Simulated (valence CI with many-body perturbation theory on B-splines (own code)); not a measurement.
**Which ion has this spectrum?**

A relativistic CI+MBPT calculation for an atom or ion with 39 electrons gives these levels (cm⁻¹):

```
   J  Parity       E     g
 3/2    even       0  0.70
 5/2    even  155723  1.05
 3/2    even  175737  1.19
 7/2    even  189207  1.05
 9/2    even  191393  1.05
 1/2    even  193034  1.84
 5/2    even  263716  1.28
 7/2    even  342027  1.11
 9/2    even  357328  1.14
 3/2    even  371644  1.12
 1/2    even  381271  1.48
 5/2    even  386819  1.27
11/2    even  389384  1.09
 5/2    even  412897  1.10
```

The energies are calculated, and their last digits are not significant.

Question: Which is it?
A. Re36+
B. Os37+
C. W35+
D. Ir38+

Answer: D. Ir38+, ground level (4d3/2^3) J=3/2.
